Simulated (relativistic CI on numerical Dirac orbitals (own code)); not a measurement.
Computed by Dirac-Coulomb-Breit CI, separate exchange-only KLI orbitals for each configuration, a model potential for QED, unscaled Slater integrals (own radial code, finite nucleus).

The strongest absorption lines from the ground level of an ion, among the configurations computed and to levels below about 752 eV (vacuum wavelength in Å, gf): 34.045 (2.1), 34.330 (2.2), 34.903 (1.1), 37.062 (1.8), 46.381 (3.8), 50.598 (0.92), 52.342 (1.5), 54.075 (0.76).

(1) Which ion is it?
A. Tl⁴⁴⁺
B. Tl⁴²⁺
C. Ir⁴⁰⁺
D. Ac⁵²⁺

Answers

(1) A. Tl⁴⁴⁺ has 37 electrons and the ground level 4s²4p⁶4d ²D3/2; the strongest line goes to 4s²4p⁶4f ²F°5/2. The pattern of lines fixes the number of electrons, and along that sequence the line energies rise steadily with the charge (about as its square where n changes within one kind of shell, about linearly where n is kept but much faster in heavy ions where fine structure, which grows about as Z⁴, sets the gap, and irregularly where shells cross), which fixes Z. Configurations outside the model, such as inner-shell arrays, can give stronger lines. At this charge energies of transitions that change n are usually good to better than 1 %, and those within a shell (Δn = 0) to a few per cent.

LS names give the leading component of a level, which can be under half, so a name can repeat, a term be missing and a line seem to break the LS rules.
